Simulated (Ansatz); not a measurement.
BHN (SMILES [B]=N) moved off its minimum; all values from Ansatz (an electronic-structure program), cores frozen in correlated methods. Open shells are unrestricted.
(charge 0, multiplicity 2)
```xyz
3

B     -0.0933    -0.0306    -0.7175
N     -0.0524    -0.2071     0.3387
H     -0.0607     0.0157     1.2960
```

Forces at wB97M-V/def2-TZVPP (eV/Å):

| atom | Fx | Fy | Fz |
|---|---|---|---|
| B1 | -0.819 | 3.214 | -23.110 |
| N2 | 0.740 | -2.651 | 22.467 |
| H3 | 0.079 | -0.563 | 0.643 |

Question: Give the forces (eV/Å), the total energy and the dipole at CCSD(T)/aug-cc-pVTZ.

Answer: 
```json
[
 {"atom": "B1", "Fx": "-0.867", "Fy": "3.413", "Fz": "-24.383"},
 {"atom": "N2", "Fx": "0.786", "Fy": "-2.840", "Fz": "23.716"},
 {"atom": "H3", "Fx": "0.081", "Fy": "-0.573", "Fz": "0.666"}
]
```
Energy -79.9066 hartree, dipole 0.84 D.
